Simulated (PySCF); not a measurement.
Compound: C3H7AlO3Si.
Atom-mapped SMILES: `[SiH3:1][O:2][C:3]1=[CH:4][O:5][AlH2-:6][O+:7]=[CH:8]1`

Definitions: NICS(0) = −σiso at the ring centroid; NICS(1) = −σiso and NICS(1)zz = −σzz at ±1 Å along the ring normal z. Level: GIAO KT2/pcSseg-1 (PySCF, non-relativistic, gas phase) on the PBE0-D3(BJ)/def2-SVP geometry, one conformer.

Ring bond lengths (Å): C3–C4 1.398, C4–O5 1.270, O5–Al6 1.864, Al6–O7 1.875, O7–C8 1.264, C8–C3 1.405.

Q: What do the NICS probes read (ppm)?

A: 
```json
{"ring": "C3–C4–O5–Al6–O7–C8", "type": "6-membered ring with Al and 2 O; formal bonds 2 double, 4 single", "NICS(0)": "2.3", "NICS(1), two faces": "0.1 / 0.1", "NICS(1)zz, two faces": "4.5 / 4.5", "rms pucker (Å)": "0.00", "centre to ring atoms, mean (Å)": "1.50"}
```

Q: What do they say, and how far can they be read as aromaticity?

A: 
- C3–C4–O5–Al6–O7–C8: mean NICS(1)zz 4.5 ppm, deshielded. Al6 has four or more neighbours; no verdict on aromaticity is drawn.

Q: What field does 9.4 T along the ring normal induce along that normal at the second NICS(1) probe listed for ring C3–C4–O5–Al6–O7–C8, 1 Å off the ring?

A: NICSzz × B0 = 4.5 ppm × 9.4 T = 42 μT, along the applied field.

Q: Give the inner angles of the rings.

A: 
- C3–C4–O5–Al6–O7–C8: C3 120.5°, C4 125.6°, O5 128.2°, Al6 92.2°, O7 127.8°, C8 125.7°; sum 720.0° against 720° for a flat convex ring.

Q: How do the values depend on the level or the medium?

A: 
```csv
level,"NICS(0), C3–C4–O5–Al6–O7–C8","mean NICS(1)zz, C3–C4–O5–Al6–O7–C8"
"KT2/pcSseg-1, gas",2.3,4.5
"PBE0/pcSseg-1, gas",2.2,3.8
"PBE0/pcSseg-1, IEF-PCM chloroform",2.1,3.3
"PBE0/pcSseg-1, IEF-PCM dichloromethane",2.0,3.2
```

The geometry is the same throughout; the continuum's cavity takes Bondi-type radii × 1.2.

Shape of the structure used: `[SiH3:1][O:2][C:3]1=[CH:4][O:5][AlH2-:6][O+:7]=[CH:8]1`: Si1–O2–C3–C4 1°.
